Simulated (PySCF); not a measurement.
Iodine: a sound run and one with changed settings

Sound run: I [Kr] 4d10 5s2 5p5, I⁺ [Kr] 4d10 5s2 5p4. All numbers are calculated (PySCF 2.14, scalar relativity through the core potential, in def2-SVP with the def2 core potential (28 electrons) (4s4p2d, 26 functions)). The sound run starts from symmetry-adapted Hartree-Fock orbitals and uses a fine grid where one is needed.

A second run was set up differently.

| species | method | sound run (hartree) | changed run (hartree) | converged |
| --- | --- | --- | --- | --- |
| I | UHF | -296.64961 | -296.64961 | yes |
| I | BP86 | -297.80356 | -297.80349 | yes |
| I | M06-2X | -297.60260 | -297.60032 | yes |
| I⁺ | UHF | -296.29709 | -296.29709 | yes |
| I⁺ | BP86 | -297.41113 | -297.41103 | yes |
| I⁺ | M06-2X | -297.22279 | -297.22064 | yes |

Ionisation energy of I:

```csv
method,sound run (eV),changed run (eV)
UHF,9.592,9.592
BP86,10.678,10.680
M06-2X,10.335,10.332
```

Question: What was changed?
A. angular grid far too coarse
B. basis contracted for another Hamiltonian
C. too few SCF iterations
D. all electrons correlated in a valence basis

Answer: A. It used 26 angular points. A coarse angular grid integrates products of high-l functions wrongly, so density functionals can shift, and the SCF can exploit the error; Hartree-Fock and MP2 need no grid.
